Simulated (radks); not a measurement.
Question: Radial electron density D(r) = 4 pi r^2 rho(r) of an atom or ion with 30 electrons. Calculated with a radial shooting solver on a logarithmic mesh with Libxc functionals: non-relativistic Kohn-Sham, PBE, spin-polarised, spherical densities, point nucleus.

```
   r/bohr * D(r) (the largest magnitude, 41.5, reaches the edge; | marks zero)
 0.001914 |*
 0.002512 | *
 0.003297 |  *
 0.004363 |    *
 0.005726 |      *
 0.007516 |          *
 0.009866 |                *
  0.01295 |                       *
  0.01713 |                               *
  0.02249 |                                        *
  0.02952 |                                              *
  0.03875 |                                               *
  0.05086 |                                           *
  0.06729 |                                      *
  0.08833 |                                       *
   0.1159 |                                              *
   0.1522 |                                                      *
   0.1998 |                                                  *
   0.2643 |                                  *
   0.3469 |                         *
   0.4554 |                            *
   0.5977 |                               *
   0.7845 |                        *
     1.03 |             *
    1.363 |     *
    1.788 |  *
    2.347 | *
    3.081 |*
    4.044 *
    5.351 *
    7.024 *
     9.22 *
```

What is the nuclear charge?

Answer: Z = 30. The innermost maximum, from 1s, lies near 1/Z = 0.0333 bohr (found: 0.0361), and its height grows with Z. The density is that of neutral zinc in [Ar] 3d10 4s2; the configuration itself is not fixed sharply by these data, and Z only to about a unit. D(r) has 3 maxima, at r = 0.0361, 0.161, 0.574 bohr, and minima at 0.0765, 0.361 bohr, inside which lie 2.11, 10.91 electrons.
